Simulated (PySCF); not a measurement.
PbClBr, SMILES [Cl][Pb][Br] (connectivity only; charge and spin as stated), neutral, multiplicity 1. Atoms are numbered in the order given.

```xyz
3

Pb     0.5104    -0.4859     0.0000
Cl    -1.6326    -1.7407     0.0000
Br    -0.4029     1.9838     0.0000
```

Geometry: B3LYP-D3(BJ)/def2-TZVP. The def2 effective core potentials stand for the cores of Pb; spin–orbit coupling is left out.

Calculation: PySCF with PBE/def2-TZVPD.

Isolated molecule, no solvent.

```json
{
  "total_energy": "-3226.82869 hartree",
  "point_group": "Cs",
  "highest_occupied_level": "-6.83 eV",
  "lowest_empty_level": "-3.91 eV",
  "orbital_gap": "2.92 eV",
  "dipole_moment": "4.22 D",
  "quadrupole, principal values (traceless, Buckingham form, about the centre of nuclear charge)": "-10.85, 3.84, 7.01 D·Å",
  "mean_static_polarisability": "86.4 bohr³ (12.80 Å³)",
  "polarisability_principal_values": "59.4, 85.7, 113.9 bohr³"
}
```
